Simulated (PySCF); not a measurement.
## Si3H6O2

Si3H6O2 is a small molecule, neutral, singlet. The structure, one conformer, was relaxed in the gas phase by PBE0-D3(BJ)/def2-SVP. No frequency run checks that it is a minimum.

SMILES: [SiH3][SiH]1O[SiH2]O1

```xyz
11

O    -0.887   -0.210    1.332
Si   -1.779    0.998    0.545
O    -0.364    1.534   -0.224
Si    0.538    0.317    0.558
Si    1.407   -1.251   -0.950
H    -2.375    2.001    1.467
H    -2.800    0.466   -0.395
H     1.539    0.867    1.517
H     2.018   -2.403   -0.220
H     0.289   -1.741   -1.813
H     2.447   -0.605   -1.807
```
(Å; atoms numbered from 1)

Shieldings: GIAO PBE0/pcSseg-2. Shifts are against computed references at the same level: H TMS (σ 31.24 ppm), Si TMS (σ 341.3 ppm). Core levels by delta-SCF with SCAN, pcX-2 on the ionised atom and pcseg-1 elsewhere, spin-free X2C (2p3/2 is the spin-free 2p value less a third of a first-order spin-orbit splitting); from the vacuum level, for chosen atoms.

(1) Give the NMR and core-level values of the distinct atoms.

(2) Which of Si2, Si4, Si5 holds its core electrons tightest, and by how much against the loosest?

(3) By CAM-B3LYP/def2-SVPD (TDDFT singlets, Tamm-Dancoff triplets, ionisation by delta-SCF), where does absorption start, and what does vertical ionisation take?

## Answers

(1) 
```
     atoms         bonded to  σ (ppm)  δ (ppm)  core level (eV)
        O1              2 Si    206.9        -        1s 537.68
       Si2         2 O + 2 H    334.6      6.7     2p3/2 108.30
        O3              2 Si    206.7        -        1s 537.67
       Si4  2 O + 1 Si + 1 H    303.1     38.2     2p3/2 107.95
       Si5        1 Si + 3 H    453.0   -111.7     2p3/2 106.82
        H6              1 Si    25.49     5.75                -
        H7              1 Si    25.52     5.73                -
        H8              1 Si    24.83     6.42                -
H9 H10 H11              1 Si    27.71     3.54                -
```

Values are those of this one static structure, with the three H of a rotating XH3 group averaged; atoms that internal rotation interchanges would show their mean in an NMR spectrum.

(2) Si2 (bonded to 2 O + 2 H), by 1.49 eV over Si5 (bonded to 1 Si + 3 H).

(3) The lowest singlet lies at 5.89 eV (f 0.004), the strongest of the first 6 at 7.36 eV (f 0.032), the lowest triplet at 5.31 eV; vertical ionisation takes 10.09 eV.

The 3 runs behind this took 120 s in all, one thread each of Arm Neoverse V2 on a shared host, launched as `OMP_NUM_THREADS=1 python cluster_run.py task.json out`.
